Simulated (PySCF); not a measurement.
Species: C4H10BF3N2.
Structure used (PBE0-D3(BJ)/def2-SVP), in Å, numbered top down from 1:
```xyz
20
C4H10BF3N2 angstrom
C     -0.909   -0.984   -1.097
C     -0.435    0.076   -0.093
C     -1.369    0.086    1.121
B      1.098   -0.248    0.320
N      1.380   -0.677    1.636
N      2.114   -0.167   -0.658
C     -0.508    1.443   -0.747
F     -0.014    2.403    0.046
F      0.180    1.501   -1.904
F     -1.765    1.806   -1.051
H     -0.293   -0.993   -2.006
H     -0.845   -1.984   -0.642
H     -1.957   -0.812   -1.393
H     -1.342   -0.893    1.624
H     -2.411    0.270    0.821
H     -1.084    0.859    1.850
H      0.682   -0.722    2.362
H      2.308   -0.921    1.953
H      1.949    0.228   -1.571
H      3.090   -0.336   -0.458
```

All values: PBE0/pcSseg-1 (PySCF, non-relativistic), on one gas-phase PBE0-D3(BJ)/def2-SVP geometry that isn't relaxed in the solvent. The solvent is an IEF-PCM continuum (van der Waals radii × 1.2). The model holds no explicit solvent molecules, cavitation or dispersion.

```
run  E − E(gas) (kcal/mol)  HOMO (eV)  HOMO–LUMO gap (eV)  dipole (D)
gas                   0.00      -7.03                8.22        3.06
  P                  -5.93      -6.88                8.42        3.65
  Q                  -5.31      -6.89                8.40        3.59
```

Task: The runs were made in acetone and dichloromethane. Which run belongs to which solvent?

Result: P = acetone, Q = dichloromethane. The dielectric constants are 8.93 (dichloromethane), 20.49 (acetone), and the energy falls further as ε rises. In this model the ground state sees the solvent through ε alone.

Task: How constant is the ratio of the lowering to (ε − 1)/(2ε + 1)?

Result: 
| solvent | (ε − 1)/(2ε + 1) | E − E(gas) (kcal/mol) | ratio (kcal/mol) | polarisation term (kcal/mol) |
| --- | --- | --- | --- | --- |
| dichloromethane | 0.420 | -5.31 | -12.6 | -5.74 |
| acetone | 0.464 | -5.93 | -12.8 | -6.46 |

The ratio changes by +1.2 % in size from dichloromethane to acetone. The polarisation term is half the interaction of the solute with the induced surface charges.
